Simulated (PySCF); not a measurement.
# Frontier orbitals and the lowest excitations

Species: heptafluoropropyl bromide, C₃BrF₇.
Structure used (PBE0-D3(BJ)/def2-SVP), in Å, numbered top down from 1:
```
atom  x, y, z in Å
F1    -2.3554    0.1241   -0.5985
C2    -1.3401    0.0428    0.2470
F3    -1.4006    1.0601    1.0907
F4    -1.4352   -1.0902    0.9249
C5    -0.0186    0.0908   -0.5636
F6     0.0480    1.2915   -1.1422
F7    -0.0808   -0.8569   -1.4999
C8     1.2589   -0.1347    0.2816
F9     1.2378   -1.3579    0.7939
F10    1.2929    0.7478    1.2728
Br11   2.8302    0.0712   -0.8249
```

Method used: TDDFT wB97X-D/def2-SVPD, vertical, gas phase, core orbitals frozen in the response (PySCF). The wB97X-D/def2-SVPD calculation is non-relativistic and has no spin–orbit coupling, an omission that weighs most on bromine.

Frontier orbitals with the atoms that hold most of them (Löwdin shares over 4%, at most four atoms; ? is withheld):

```csv
orbital,ε (eV),atoms
HOMO-3,-14.04,"Br11 16%, F6 12%, F7 11%, F10 10%"
HOMO-2,-12.53,"Br11 20%, C5 13%, C8 12%, F9 11%"
HOMO-1,-11.28,"Br11 84%, C8 8%"
HOMO,-11.22,?
LUMO,?,?
LUMO+1,2.14,"Br11 52%, C8 10%, C5 7%, F10 6%"
LUMO+2,2.53,"Br11 24%, F7 15%, C5 10%, F9 9%"
```

Give the leading atoms of the HOMO.

Br11 (bonded to C) 85%; C8 (bonded to Br, C and 2 F) 6%.

Which atoms hold the LUMO, and with what shares?

Br11 (bonded to C) 58%; C8 (bonded to Br, C and 2 F) 26%.

What is the LUMO energy, and the HOMO–LUMO gap?

ε(LUMO) = 0.37 eV; the gap is 11.59 eV (0.4260 hartree).

The HOMO–LUMO gap is 11.59 eV. Where does the response calculation put the lowest singlet, and from which orbitals?

S1 is at 6.24 eV (f = 0.0001), 5.35 eV below the gap, made of HOMO→LUMO (97%). 

Give energy, strength and leading configuration of S1, S2, S3, S4 and S5, and follow the Löwdin shares of the leading atoms from the occupied to the empty orbital.

- S1 (6.24 eV, f 0.0001), HOMO→LUMO (97%): Br11 85% → 58%, C8 6% → 26%
- S2 (6.29 eV, f 0.0018), HOMO-1→LUMO (96%): Br11 84% → 58%, C8 8% → 26%
- S3 (8.43 eV, f 0.234), HOMO-2→LUMO (86%): Br11 20% → 58%, C5 13% → at most 4%, C8 12% → 26%
- S4 (9.01 eV, f 0.106), HOMO→LUMO+1 (89%): Br11 85% → 52%, C8 6% → 10%
- S5 (9.07 eV, f 0.113), HOMO-1→LUMO+1 (88%): Br11 84% → 52%, C8 8% → 10%

One conformer stands for the species.
